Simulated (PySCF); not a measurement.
Correlation energy of Re(65+) (rhenium, charge +65)

Starting occupation: [Ne]. Computed with PySCF 2.14 in an uncontracted even-tempered set (17 s from 12 bohr⁻², ratio 2.6; 14 p from 16 bohr⁻², ratio 2.6; 6 d from 16 bohr⁻², ratio 2.8; 3 f from 340 bohr⁻², ratio 2.8), with X2C-1e with screened-nucleus spin-orbit coupling, Gaussian nucleus. Frozen: 1s2; 8 electrons correlated; the 52 highest virtual spinors left out.

MP2 pair energies summed by pair of shells (mhartree):

```csv
pair,energy,share (%)
2p1/2-2p3/2,-107.65,33.0
2p3/2-2p3/2,-100.35,30.7
2p3/2-2s1/2,-51.45,15.8
2p1/2-2s1/2,-28.00,8.6
2p1/2-2p1/2,-25.21,7.7
2s1/2-2s1/2,-13.76,4.2
```

Total MP2 correlation energy: -326.42 mhartree.

The virtual space was cut to 52 spinors, which keep -270.18 of the -326.42 mhartree of MP2 correlation.

```tsv
level	correlation energy (mhartree)
CCSD	-271.05
(T)	-0.02
CCSD(T)	-271.07
```

Diagnostics: T1 = 1.7e-05, largest double amplitude 0.002.

Cost of the coupled-cluster step: roughly 18 core-seconds, for 8 occupied and 52 virtual spinors.

Iterations:

```
Init t2, MP2 energy = -0.270177263530566
CCSD nocc = 8, nmo = 60
Init t2, MP2 energy = -0.270177263530566
Init E_corr(GCCSD) = -0.270177263530566
cycle = 1  E_corr(GCCSD) = -0.271031286479337  dE = -0.000854022949  norm(t1,t2) = 0.000116657
cycle = 2  E_corr(GCCSD) = -0.271046025033353  dE = -1.4738554e-05  norm(t1,t2) = 2.24499e-06
cycle = 3  E_corr(GCCSD) = -0.271046245599883  dE = -2.2056653e-07  norm(t1,t2) = 5.72978e-08
cycle = 4  E_corr(GCCSD) = -0.271046245224138  dE = 3.75745379e-10  norm(t1,t2) = 2.80599e-10
GCCSD converged
E(GCCSD) = -11403.48958952165  E_corr = -0.2710462452241377
```

The coupled-cluster values are those of the cut space; adding the MP2 remainder, -56.24 mhartree, estimates the full space.

At this charge the one-electron X2C treatment keeps the bare 1/r₁₂, with no two-electron picture change or Breit term. The effect here is smaller than on the frozen 1s shell.
